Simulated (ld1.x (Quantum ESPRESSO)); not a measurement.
**Which change was made? (Ar, TM)**

ld1.x (Quantum ESPRESSO) 7.5 input, shortened:

```
&input
   title='Ar', zed=18., rel=1, dft='PW91', iswitch=3,
   config='[Ne] 3s2 3p6'
 /
 &inputp
   pseudotype=2, tm=.true., lloc=0,
   nlcc=.true., new_core_ps=.true., rcore=0.45
 /
2
3P  2  1   6.00   0.00  1.00  1.00  0.0
3S  1  0   2.00   0.00  1.30  1.30  0.0
 &test
   configts(1)='3s2 3p6'
 /
```

Cutoffs, loose and tight: the cutoffs (Ry, on a coarse ladder) from which the occupation-weighted sum of valence levels, in a spherical-Bessel basis at the reference potential, stays within 10 and 1 mRy of its value at 400 Ry. They do not see the model core or the augmentation charge, which bear on the density cutoff. Test errors are all-electron minus pseudo excitation energies from the reference, over the configurations 3s2 3p5; 3s2 3p4; 3s2 3p3; 3s2 3p2; 3s1 3p6; 3s2 3p5.5; variants that change the core or the reference have their own tests.

The base gives: outcome: generated; cutoff, loose: 110 Ry; cutoff, tight: 200 Ry; bound ghosts: none; largest test error (meV): +199.

(1) After one change the result is: outcome: generated; cutoff, loose: 45 Ry; cutoff, tight: 70 Ry; bound ghosts: none; largest test error (meV): +390. Which change was it?
A. all radii but the core radius scaled by about 0.86 (s 1.12, p 0.86 bohr)
B. all radii but the core radius scaled by about 1.10 (s 1.42, p 1.10 bohr)
C. all radii but the core radius scaled by about 1.24 (s 1.62, p 1.24 bohr)

Results:

(1) C. The others give: all radii but the core radius scaled by about 1.10 (s 1.42, p 1.10 bohr) → outcome: generated; cutoff, loose: 80 Ry; cutoff, tight: 160 Ry; bound ghosts: none; largest test error (meV): +254 | all radii but the core radius scaled by about 0.86 (s 1.12, p 0.86 bohr) → outcome: generated; cutoff, loose: 180 Ry; cutoff, tight: over 300 Ry; bound ghosts: none; largest test error (meV): +175.
